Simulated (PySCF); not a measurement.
## Charge on either side of a bond

Species: C4H13NSi3.
Numbering: `[N:1]#[C:2][C@@H:3]([SiH3:4])[CH2:5][SiH2:6][CH2:7][SiH3:8]` (hydrogens: H9 on C3; H10, H11, H12 on Si4; H13, H14 on C5; H15, H16 on Si6; H17, H18 on C7; H19, H20, H21 on Si8)

Cartesian coordinates in Å at the GFN2-xTB level; atoms count from 1:
```
atom  x, y, z in Å
N1    -1.087   -2.292   -0.832
C2    -1.346   -1.199   -0.604
C3    -1.715    0.144   -0.292
Si4   -3.611    0.184    0.038
C5    -0.922    0.672    0.913
Si6    0.932    0.966    0.545
C7     1.860   -0.665    0.304
Si8    3.719   -0.484   -0.031
H9    -1.496    0.759   -1.172
H10   -3.891   -0.605    1.236
H11   -3.952    1.592    0.253
H12   -4.311   -0.355   -1.125
H13   -1.039   -0.023    1.746
H14   -1.371    1.615    1.233
H15    1.477    1.721    1.680
H16    1.004    1.796   -0.668
H17    1.721   -1.287    1.189
H18    1.410   -1.221   -0.519
H19    3.926    0.294   -1.255
H20    4.328   -1.807   -0.184
H21    4.355    0.211    1.091
```

Atomic charges (e) from the PBE0/pcSseg-1 density (PySCF):

```csv
atom,Mulliken,IAO,Hirshfeld,ESP-fitted
N1,-0.2596,-0.2679,-0.2286,-0.4891
C2,+0.1128,+0.1320,+0.0834,+0.3498
C3,-0.5581,-0.4011,-0.0854,-0.1234
Si4,+0.5570,+0.6326,+0.3379,+0.3605
C5,-0.4782,-0.5223,-0.1500,-0.3526
Si6,+0.6798,+0.7581,+0.3420,+0.5022
C7,-0.8684,-0.8252,-0.2471,-0.4828
Si8,+0.4908,+0.6090,+0.3147,+0.3754
H9,+0.1965,+0.1765,+0.0600,+0.1070
H10,-0.0554,-0.1046,-0.0646,-0.0664
H11,-0.0776,-0.1157,-0.0705,-0.0883
H12,-0.0611,-0.1039,-0.0664,-0.0798
H13,+0.1567,+0.1528,+0.0435,+0.1133
H14,+0.1581,+0.1495,+0.0438,+0.1107
H15,-0.0708,-0.1235,-0.0802,-0.1315
H16,-0.0697,-0.1298,-0.0807,-0.1236
H17,+0.1748,+0.1662,+0.0453,+0.1520
H18,+0.2069,+0.1761,+0.0375,+0.1601
H19,-0.0789,-0.1219,-0.0788,-0.0979
H20,-0.0751,-0.1135,-0.0762,-0.0952
H21,-0.0808,-0.1234,-0.0802,-0.1004
```

Task: Cut each of the bonds C2–C3, C3–C5, Si4–C3, Si6–C5, C7–Si6 and Si8–C7 in turn and sum the charges on the side of the atom named first.

Result: In e; the other side holds the opposite charge:

```json
{"bond cut": "C2–C3", "piece": "CN", "atoms": "2", "Mulliken": "-0.147", "IAO": "-0.136", "Hirshfeld": "-0.145", "ESP-fitted": "-0.139"}
{"bond cut": "C3–C5", "piece": "C2H4NSi", "atoms": "8", "Mulliken": "-0.145", "IAO": "-0.052", "Hirshfeld": "-0.034", "ESP-fitted": "-0.030"}
{"bond cut": "Si4–C3", "piece": "SiH3", "atoms": "4", "Mulliken": "+0.363", "IAO": "+0.308", "Hirshfeld": "+0.136", "ESP-fitted": "+0.126"}
{"bond cut": "Si6–C5", "piece": "CH7Si2", "atoms": "10", "Mulliken": "+0.309", "IAO": "+0.272", "Hirshfeld": "+0.096", "ESP-fitted": "+0.158"}
{"bond cut": "C7–Si6", "piece": "CH5Si", "atoms": "7", "Mulliken": "-0.231", "IAO": "-0.233", "Hirshfeld": "-0.085", "ESP-fitted": "-0.089"}
{"bond cut": "Si8–C7", "piece": "SiH3", "atoms": "4", "Mulliken": "+0.256", "IAO": "+0.250", "Hirshfeld": "+0.080", "ESP-fitted": "+0.082"}
```

Extremes among these pieces. Mulliken: lowest CH5Si at C7, highest SiH3 at Si4; IAO: lowest CH5Si at C7, highest SiH3 at Si4; Hirshfeld: lowest CN at C2, highest SiH3 at Si4; ESP-fitted: lowest CN at C2, highest CH7Si2 at Si6.

Task: Do the schemes agree better on the pieces than on the single atoms at the cuts?

Result: The spread between schemes averages 0.150 e for the pieces and 0.394 e for the atoms named first; it is smaller for the piece at 6 of the 6 cuts. On average they agree better on the pieces.

Geometry: GFN2-xTB, one conformer, isolated molecule.

These values come from a run that also computed NMR shieldings. Hardware: one thread, Arm Neoverse N1 (aarch64), no GPU, shared host. Cost: 85 s wall, 1.1 GiB resident at most.
